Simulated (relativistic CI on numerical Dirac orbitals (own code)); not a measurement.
Hyperfine structure of Sr26+, mass number 87

Method of calculation: Dirac-Coulomb-Breit CI, KLI orbitals optimised for each configuration, model QED, unscaled Slater integrals (own radial code, finite nucleus).

Configuration list (outside the closed core [Ne]): 3s2, 3s 3p, 3p2, 3s 3d, 3d2, 3p 3d, 3p 4s, 3d 4s, 3s 4s, 3s 4p, 3s 4d, 3s 4f, 3s 5s, 3s 5p, 3s 5d, 4s2. Levels of other configurations are missing.

Nuclear spin I = 9/2, μ = -1.09316 μN, Q = 0.305 b (tables of Stone and Pyykkö). The electronic factors are computed for point nuclear moments, without core polarisation or the Bohr-Weisskopf and QED corrections.

```
      Level   E (eV)  A (MHz)  B (MHz)
3s 3p 3P°_1   55.572   -51350    -5260
3s 3p 3P°_2   68.352   -27860    12200
3s 3p 1P°_1   87.686     6584    11100
   3p2 1D_2  136.479   -10250    11700
   3p2 3P_1  137.311    885.1     6080
   3p2 3P_2  151.741    -5198    -4890
 3s 3d 3D_1  160.662    20870      984
 3s 3d 3D_2  161.847   -10740     1510
```

Levels with J = 0, under 50 % of one LS term, or S terms without an open s electron are left out. Small factors come from cancelling terms and can be off by tens of per cent or more.

At this charge energies of transitions that change n are usually good to better than 1 %, and those within a shell (Δn = 0) to a few per cent.

(1) Give the hyperfine levels of 3s 3p 3P°_1 relative to its centre of gravity.

Results:

(1) With K = F(F + 1) − I(I + 1) − J(J + 1), E = AK/2 + B[¾K(K + 1) − I(I + 1)J(J + 1)]/[2I(2I − 1)J(2J − 1)]: F = 7/2: 280000, F = 9/2: 54860, F = 11/2: -232400 MHz.

LS names give the leading component of a level, which can be under half, so a name can repeat, a term be missing and a line seem to break the LS rules.
